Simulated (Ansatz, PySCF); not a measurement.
Ways to break one bond of [SiH3]C[SiH3]:

A. [SiH3]C[SiH3] -> [SiH2]C[SiH3] + H atom
B. [SiH3]C[SiH3] → [SiH3] (SiH3) + [CH2][SiH3]

Quantity: bond dissociation energy (enthalpy at 298 K, with B3LYP-D3(BJ) rigid-rotor harmonic-oscillator terms), kcal/mol. Each molecule is optimised on its own at B3LYP-D3(BJ)/def2-TZVP (Ansatz, a quantum-chemistry and plane-wave program), one conformer each, not searched for the lowest. Frequencies are from Ansatz or PySCF. Valence correlation only, unless marked. UHF or UKS for open shells. Spin-orbit coupling is left out. No relativistic terms. CBS marks a two-point X^-3 extrapolation of the correlation energy; Hartree-Fock from the larger set. [CCSD(T)-MP2]/basis is that difference in the basis named.

Rank them by bond dissociation energy at RI-MP2/CBS(cc-pV(T+d)Z,cc-pV(Q+d)Z)+[CCSD(T)-MP2]/cc-pV(T+d)Z (Ansatz), lowest first.

B (88.1 kcal/mol), A (92.5 kcal/mol)
